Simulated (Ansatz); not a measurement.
Computed with Ansatz on PBE0-D4/def2-TZVP structures; ΔE is electronic, products minus reactants. CBS: MP2 limit from def2 TZ/QZ plus the TZ coupled-cluster correction, frozen cores. For Br outer-core shells are correlated without core-valence functions, which leaves a few kJ/mol of doubt a bond. Scalar relativity is left out up to krypton. Each species was taken in one conformer, which may not be the lowest.

Reaction (ligand exchange at the Si–O bond): `CO[SiH](O)O[SiH2]O` + HBr → `CO[SiH](O)Br` + `O[SiH2]O`

```csv
level,ΔE (kcal/mol)
HF/CBS(def2),9.8
MP2/CBS(def2),5.8
```

(1) What does CCSD(T)/CBS give? (An estimate is asked.)

Largest T1 diagnostic among the species: 0.012.

## Answers

(1) Computed: +7.5 kcal/mol. The listed levels differ from it by 2.3, -1.7 kcal/mol.

The D4 term adds +1.5 kcal/mol with B3LYP and +0.9 kcal/mol with PBE0; it sums over pairs of atoms, weighted by their polarisabilities, and B3LYP, whose exchange is more repulsive, gets the larger term. From PBE to PBE0 (25 % exact exchange), in def2-TZVPP and without D4, ΔE moves by +1.2 kcal/mol.

B3LYP here is the variant with VWN-RPA as its local correlation; programs differ in this.
